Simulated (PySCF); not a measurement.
Delta-SCF ions had no search for a lower state. 

Cartesian coordinates (Å):
```xyz
15

C     -2.5894    -0.2697     0.8860
O     -1.2613    -0.3426     0.3958
Si    -0.7270     0.6645    -0.8004
Si     1.5003     0.0839    -1.1261
Si     2.4270    -0.2359     0.9853
H     -3.3155    -0.4570     0.0864
H     -2.7112    -1.0316     1.6575
H     -2.7933     0.7139     1.3250
H     -0.8457     2.0858    -0.3650
H     -1.5748     0.5151    -2.0169
H      2.2035     1.1778    -1.8480
H      1.6112    -1.1588    -1.9339
H      2.1401     0.9505     1.8317
H      3.8996    -0.4170     0.9108
H      1.8286    -1.4354     1.6197
```
Charge 0, spin multiplicity 1.

### Question
Predict the S1 oscillator strength, total energy, LUMO, vertical ionisation energy (Delta-SCF) and HOMO from ωB97X-D3(BJ)/def2-TZVP (PySCF 2.14.0).

### Answer

```yaml
S1 oscillator strength: 0.101
total_energy: -26886.08 eV
LUMO: 1.57 eV
vertical ionisation energy (Delta-SCF): 9.86 eV
HOMO: -10.11 eV
```
